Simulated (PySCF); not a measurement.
# Ni¹⁷⁺: ionisation energy

Ni¹⁷⁺ [Ne] 3s1 [3s1/2^1, M_J = 1/2] → Ni¹⁸⁺ [Ne], as a difference of total energies. Calculation: PySCF 2.14, in an uncontracted even-tempered set (19 s from 1.7 bohr⁻², ratio 2.4; 13 p from 2.2 bohr⁻², ratio 2.4; 5 d from 7.4 bohr⁻², ratio 2.6; 4 f from 11 bohr⁻², ratio 2.6); the two-component X2C-1e Hamiltonian. Correlated levels: 1s2 frozen; the 52 highest virtual spinors dropped. "Screened" scales the spin-orbit matrix elements by Boettger's factors to mimic the two-electron term; Breit and QED terms are absent.

| method | ionisation energy (eV) | difference from reference (eV) |
| --- | --- | --- |
| GHF (screened spin-orbit) | 606.37 | -0.65 |
| GMP2 (screened spin-orbit) | 606.98 | -0.04 |

Reference: 607.02 eV (semi-empirical (NIST evaluation); NIST Atomic Spectra Database, ionization energies).
